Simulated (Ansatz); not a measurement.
H4S3Si, SMILES `S[SiH](S)S`. Charge 0, multiplicity 1. All single points use the PBE0-D4/def2-TZVP geometry. It is one conformer, not always the lowest.

```xyz
8

S     1.519    1.056   -1.249
Si   -0.044    0.171   -0.117
S    -0.350    1.571    1.461
S     0.634   -1.777    0.432
H     1.846   -0.091   -1.871
H    -1.332    0.015   -0.834
H    -1.664    1.304    1.546
H    -0.609   -2.249    0.632
```

(1) What is the dipole moment at B3LYP/def2-TZVPP? (Best estimate.)

(2) And with PBE, r2SCAN, ωB97M-V? (An estimate is asked.)

(3) Give the Mulliken charges with B3LYP, ωB97M-V, r2SCAN in def2-TZVPP. (Estimate.)

Results:

(1) Computed: 1.98 D, with components (-1.62, -1.06, -0.42) D in this frame, pointing from negative to positive charge.

(2) Ansatz gave: PBE 1.92 D, r2SCAN 2.04 D, ωB97M-V 1.99 D.

(3) Computed: 
```tsv
atom	B3LYP	ωB97M-V	r2SCAN
S1	-0.24	-0.22	-0.25
Si2	0.45	0.32	0.48
S3	-0.24	-0.22	-0.25
S4	-0.24	-0.23	-0.25
H5	0.12	0.12	0.12
H6	-0.06	-0.01	-0.07
H7	0.11	0.12	0.11
H8	0.11	0.12	0.11
```

B3LYP here is the variant with VWN-RPA as its local correlation; programs differ in this.
